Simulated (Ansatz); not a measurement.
The input (input.yaml):

```yaml
accuracy: low
crystal:
  lattice:
    - [8.862095, 0.0, 0.0]
    - [0.0, 8.862095, 0.0]
    - [0.0, 0.0, 8.862095]
  atoms:
    - { symbol: "N", position: [0.08017014, 0.32812344, 0.33143215] }
    - { symbol: "N", position: [0.06862641, 0.3593494, 0.20980929] }
    - { symbol: "N", position: [0.45627966, 0.14245087, 0.81911008] }
    - { symbol: "N", position: [0.48437036, 0.07480626, 0.91791747] }
    - { symbol: "N", position: [0.41398728, 0.85929229, 0.26075896] }
    - { symbol: "N", position: [0.36520901, 0.96852815, 0.29043192] }
    - { symbol: "N", position: [0.62982692, 0.53990502, 0.63170465] }
    - { symbol: "N", position: [0.6059261, 0.61038096, 0.53276381] }
    - { symbol: "N", position: [0.82765467, 1.05276966, 0.12178656] }
    - { symbol: "N", position: [0.81913801, 1.04463443, 0.24533277] }
    - { symbol: "N", position: [0.35182347, 0.72835867, 0.85033589] }
    - { symbol: "N", position: [0.43004202, 0.70352851, 0.94701228] }
    - { symbol: "N", position: [1.03971326, 0.77966845, 0.33739396] }
    - { symbol: "N", position: [0.97603841, 0.67401224, 0.35911516] }
    - { symbol: "N", position: [0.098554, 0.29426345, 0.93370337] }
    - { symbol: "N", position: [0.05499641, 0.30760606, 0.82140866] }
    - { symbol: "N", position: [0.76427733, 0.12123258, 0.60523434] }
    - { symbol: "N", position: [0.66447174, 0.07879358, 0.55011171] }
    - { symbol: "N", position: [0.77570637, 0.60206918, 0.03887373] }
    - { symbol: "N", position: [0.69327285, 0.61600263, 0.13244465] }
    - { symbol: "N", position: [0.96939536, 0.73511796, 0.77163916] }
    - { symbol: "N", position: [0.99673702, 0.8500498, 0.80520214] }
    - { symbol: "N", position: [0.35881971, 0.34741663, 0.40723897] }
    - { symbol: "N", position: [0.40887894, 0.30228627, 0.50919397] }
basis:
  ecutwfc: 420.0
kpoints:
  mp_grid: { grid: [1, 1, 1] }
hamiltonian:
  xc: pbesol
scf:
  occupations: { method: fermi_dirac, width: 0.05 }
  lower_state_search: "off"
md:
  timestep: 1
  n_steps: 400
  ensemble: nve
  temperature: 350.0
  initial_velocities: maxwell_boltzmann
  seed: 432820
```

Command:

```bash
$ ansatz run input.yaml --threads 1 --pin off --max-ram 3072MiB --backend cpu --events-out ev --progress --plain --runs-dir out
```

Hardware: 1 thread of Intel(R) Xeon(R) 6975P-C (Granite Rapids), on a shared host.

Q: Roughly how long does this run take, and how much memory?

A: 10 min, with a peak of 0.64 GiB, for 401 ionic steps.
